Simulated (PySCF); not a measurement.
Structure with atom numbers: `[F:1][CH:2]([F:3])[O:4][BH:5][O:6][C:7]([F:8])([F:9])[F:10]`; H(Xn) means a hydrogen on atom n.

[PySCF: shieldings: GIAO PBE/pcSseg-1; geometry: PBE0-D3(BJ)/def2-SVP; no solvent model; one averaged value for each set of equivalent atoms; one conformer; non-relativistic Hamiltonian]

Shifts are taken against calculated references (same method and geometry level): 13C (σref 180.03), 1H (σref 31.20) against TMS; 19F (σref 144.73) against CFCl3; 17O (σref 334.63) against H2O; BF3·OEt2 for 11B (σref 94.77).

```json
{"atoms": "F1/F3", "nucleus": "19F", "count": "2", "δ (ppm)": "-108.1"}
{"atoms": "F8/F9/F10", "nucleus": "19F", "count": "3", "δ (ppm)": "-82.6"}
{"atoms": "C7", "nucleus": "13C", "count": "1", "δ (ppm)": "131.8"}
{"atoms": "H(B5)", "nucleus": "1H", "count": "1", "δ (ppm)": "?"}
{"atoms": "H(C2)", "nucleus": "1H", "count": "1", "δ (ppm)": "6.87"}
{"atoms": "C2", "nucleus": "13C", "count": "1", "δ (ppm)": "120.9"}
{"atoms": "O4", "nucleus": "17O", "count": "1", "δ (ppm)": "225.8"}
{"atoms": "O6", "nucleus": "17O", "count": "1", "δ (ppm)": "?"}
{"atoms": "B5", "nucleus": "11B", "count": "1", "δ (ppm)": "?"}
```

**Question.** Estimate the values marked ?.

**Answer.** 
- H(B5): 4.76 ppm, hydrogen on a boron bonded to 2 O
- O6: 224.5 ppm, oxygen bonded to C, B
- B5: 22.8 ppm, boron bonded to 2 O, H

Hydrogens on boron are broadened and split by 11B (spin 3/2, 80 %) and 10B (spin 3). Shifts are as computed. Against solution values, carbons near 30 ppm lie about +2 ppm off and those near 130 ppm about +2 ppm. Of 1211 compounds with measured shifts, 218 miss one by over three times the rms of a fit or turn the order of signals round; such compounds aren't used in these exercises. Unscaled 19F shifts against computed CFCl3 carry errors that often reach 10 to 50 ppm. Experimental scales use liquid or dissolved standards, which lie at an offset from isolated H2O (liquid H2O: subtract about 36 ppm).
